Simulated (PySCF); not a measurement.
NICS in rings of unrelated molecules.

Probes without a nucleus sit at each ring's centroid and 1 Å off its mean plane on both sides; NICS is minus the shielding there, NICSzz its component along the normal. Level: GIAO PBE0/pcSseg-1 (PySCF, non-relativistic, gas phase) on the GFN2-xTB geometries, one conformer each. Atom numbers follow the mapped SMILES.

Task: Order these rings by mean NICS(1)zz, lowest (most negative) first (ppm).
A. ring C3–C4–C5–C6–C8 in `[CH3:1][S:2][C@@H:3]1[CH2:4][CH2:5][C+:6]([CH3:7])[CH2:8]1` (charge +1)
B. ring C3–C4–C5–C6–C8–P9 in `[CH3:1][O:2][c:3]1[cH:4][cH:5][c:6]([CH3:7])[cH:8][p:9]1`
C. ring P2–C3–C4–C5–C6 in `[CH3:1][PH+:2]1[CH:3]=[CH:4][CH:5]=[CH:6]1` (charge +1)
D. ring C5–C6–C7 in `[CH3:1][CH2:2][CH2:3][CH2:4][CH:5]1[CH2:6][CH2:7]1`
E. ring C3–C4–C5–C6–C8 in `[CH:1]#[C:2][C@@H:3]1[CH:4]=[CH:5][C@H:6]([Cl:7])[C@H:8]1[SiH3:9]`
F. ring C2–C3–C4–S5–C6 in `[PH2:1][c:2]1[cH:3][cH:4][s:5][cH:6]1`
G. ring C4–C5–C6–C11 in `[CH3:1][CH:2]([CH3:3])[C@H:4]1[CH2:5][C@:6]([F:7])([C:8](=[O:9])[F:10])[CH2:11]1`

Result: F (-26.8), B (-25.1), D (-22.5), A (-4.1), E (-2.3), C (-0.9), G (1.8).

```
                            SMILES                                                     ring  NICS(0)  NICS(1)  NICS(1)zz  HOMA  rms pucker (Å)  ring atoms with four or more neighbours
                          Pc1ccsc1        5-membered ring with S; formal bonds all aromatic    -12.4    -11.4      -26.8  0.77            0.00                                        0
                     COc1ccc(C)cp1        6-membered ring with P; formal bonds all aromatic     -8.4    -10.5      -25.1  0.91            0.00                                        0
                         CCCCC1CC1           3-membered carbocycle; formal bonds all single    -43.8     -8.6      -22.5     –            0.00                                        3
              CS[C@@H]1CC[C+](C)C1           5-membered carbocycle; formal bonds all single      1.1     -3.4       -4.1     –            0.13                                        4
C#C[C@@H]1C=C[C@H](Cl)[C@H]1[SiH3]   5-membered carbocycle; formal bonds 1 double, 4 single     -3.4     -3.7       -2.3     –            0.09                                        3
                    C[PH+]1C=CC=C1  5-membered ring with P; formal bonds 2 double, 3 single      0.0     -2.8       -0.9     –            0.00                                        1
     CC(C)[C@H]1C[C@](F)(C(=O)F)C1           4-membered carbocycle; formal bonds all single     -2.4     -1.4        1.8     –            0.08                                        4
```

NICS(0) gives another order. The isotropic NICS(1) gives another order. HOMA uses Krygowski's 1993 parameters; it is left out where a ring has a four-coordinate atom, a triple bond, no multiple bond or a kind of bond without parameters. NICS(1) and NICS(1)zz are means over the two faces.
